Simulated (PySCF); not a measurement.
**Name the molecule from its bond curve**

A diatomic of charge 0 contains Y. Its quartet curve at PBE0 in a triple-zeta basis (scalar-relativistic core potentials, PySCF), in eV from the separated fragments:

```json
{"R (Å)": "1.722", "E (eV)": "-2.536"}
{"R (Å)": "1.802", "E (eV)": "-3.158"}
{"R (Å)": "1.882", "E (eV)": "-3.517"}
{"R (Å)": "1.942", "E (eV)": "-3.648"}
{"R (Å)": "2.002", "E (eV)": "-3.685"}
{"R (Å)": "2.062", "E (eV)": "-3.646"}
{"R (Å)": "2.142", "E (eV)": "-3.502"}
{"R (Å)": "2.242", "E (eV)": "-3.221"}
{"R (Å)": "2.362", "E (eV)": "-2.825"}
{"R (Å)": "2.522", "E (eV)": "-2.345"}
```

The fit gives ωe = 741 cm⁻¹ and the rotational constant Bₑ = 0.3991 cm⁻¹.

Which atom is the partner?

The minimum lies at 1.999 Å, so the reduced mass is 16.8576 u Å² cm⁻¹/(Bₑ·Re²) = 10.57 u. With Y at 88.91 u the partner weighs about 12.0 u: C. The molecule is YC.

Spin–orbit coupling is left out. With d or f electrons several states lie close, and the lowest PBE0 determinant need not be the measured ground state.
